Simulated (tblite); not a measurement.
Give a GFN2-xTB geometry of InChI=1S/C5H5ClFO2/c6-2-1-5(8)3-9-4-7/h1-3H,4H2/b2-1+. (Doublet state.)

Z-matrix in Å and degrees, rows numbered from 1:
```
O 
C   1  1.2432
C   2  1.4221  1  122.91
O   3  1.3284  2  126.25  1     0.03
C   4  1.3994  3  120.58  2     0.03
F   5  1.3531  4  105.54  3   179.97
C   2  1.4723  1  122.53  3  -179.98
C   7  1.3331  2  119.95  1     0.04
Cl  8  1.7011  7  123.66  2   179.95
H   3  1.0794  2  122.01  1  -179.98
H   5  1.0985  4  112.01  3   -62.46
H   5  1.0986  4  112.02  3    62.37
H   7  1.0784  2  118.21  1  -179.99
H   8  1.0811  7  121.16  2    -0.01
```

The 3 C–O bonds span 1.243 Å (O1=C2, drawn double in one of several resonance forms) to 1.399 Å (O4–C5, drawn single), a spread of 0.156 Å. The 3 C–C bonds span 1.333 Å (C7=C8, drawn double) to 1.472 Å (C2–C7, drawn single), a spread of 0.139 Å. Of the pairs four or more bonds apart, O1···C5 is among the closest relative to their van der Waals radii: 2.68 Å, 83 % of the sum of Bondi's values. The 9 heavy atoms lie in one plane (0.000 Å rms).

Structure optimised with GFN2-xTB, isolated species. This method treats the open shell by occupation alone, without spin polarisation.

Point group: Cs (tolerance 0.08 Å). Its GFN2-xTB frequencies are all real (lowest 36 cm⁻¹). Torsions: O1–C2–C3–O4 0°, C2–C3–O4–C5 0°, C3–O4–C5–F6 180°, O1–C2–C7–C8 0°.

One conformer stands for the species.

All values are computed, not measured.
